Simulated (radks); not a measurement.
Results of a calculation; reference values are marked as such.
Dispersion coefficients C6 (hartree bohr^6) between ground-configuration atoms and ions, from the Casimir-Polder integral (3/pi) of alpha_A(iw) alpha_B(iw). Code: a radial shooting solver on a logarithmic mesh with Libxc functionals. Model: scalar-relativistic Kohn-Sham, LDA (Slater exchange, Perdew-Wang correlation), spin-polarised, spherical densities, finite nucleus; open shells are filled with parallel spins first (spin-orbit coupling, left out, can overturn this in heavy ions); Fermi nuclear charge, rms radius of each element as measured or else 0.836 A^(1/3) + 0.57 fm. Response by self-consistent Sternheimer equations with the Hartree and adiabatic LDA kernel, the relativistic mass of each level held fixed and spin-orbit coupling left out. For heavy and open-shell atoms this level of theory can miss by tens of per cent.

C6       Re    Re+   Re2+   Re3+   Re4+   Re5+   Re6+
Re    683.3
Re+   403.1  245.0
Re2+  212.6  134.6  78.24
Re3+  143.8  93.14  55.89  40.64
Re4+  101.5  66.93  41.23  30.43  23.08
Re5+  73.84  49.48  31.16  23.29  17.87  13.97
Re6+  55.05  37.37  23.99  18.13  14.05  11.08  8.866

Static polarisabilities (bohr^3): Re ([Xe] 4f14 5d5 6s2) 58.93, Re+ ([Xe] 4f14 5d5 6s1) 29.07, Re2+ ([Xe] 4f14 5d5) 12.39, Re3+ ([Xe] 4f14 5d4) 7.460, Re4+ ([Xe] 4f14 5d3) 4.831, Re5+ ([Xe] 4f14 5d2) 3.288, Re6+ ([Xe] 4f14 5d1) 2.321. The combination rule 2 Ca Cb / ((alpha_b/alpha_a) Ca + (alpha_a/alpha_b) Cb) gives 17.52 for Re3+-Re6+, against 18.13 from the integral.
